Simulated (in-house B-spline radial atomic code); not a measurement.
# Ionising Ru2+ with different functionals

Computed with a radial B-spline atomic code at the basis-set limit: four-component Dirac-Coulomb Hamiltonian, Fermi nucleus of rms radius 4.4809 fm, spin-restricted, spherical fractional occupations for the functionals, and exact exchange of hybrids averaged over the configuration. The ionisation energy is the difference of two self-consistent energies, [Kr] 4d6 → [Kr] 4d5, without Breit or QED terms; ε is the level of the shell that loses the electron (mean over j). The electron is taken from both j subshells in proportion to 2j + 1, so the result is a j average, not the step between ground levels.

```csv
method,rung,ΔSCF (eV),-ε(4d) (eV)
B3LYP,global hybrid,?,?
wB97X,range-separated hybrid,30.33,28.43
HSE06,range-separated hybrid,?,?
LC-wPBE,range-separated hybrid,30.43,28.76
```

Task: What does HSE06 give?

Result: ΔSCF 30.46 eV, and -ε(4d) = 25.49 eV.

Task: What does B3LYP give?

Result: ΔSCF 30.57 eV, and -ε(4d) = 25.63 eV.

Task: Among the functionals, which spreads more, the ΔSCF values or the orbital energies?

Result: The orbital energies: ΔSCF values span about 0.24 eV and the orbital energies 3.27 eV; here energy differences depend much less on the functional than eigenvalues do.

Task: How do they compare with the NIST value?

Result: NIST lists 28.470 eV (semi-empirical, ground level to ground level). Errors run from +1.86 to +2.10 eV. The correlated functionals all miss on the same side by more than they spread, so the cause is common to them (Breit-QED terms, spin polarisation, the choice among j levels, multiplet and fine-structure energies, or a listed next ion that isn't the cheapest removal here) and closeness doesn't rank the functionals.
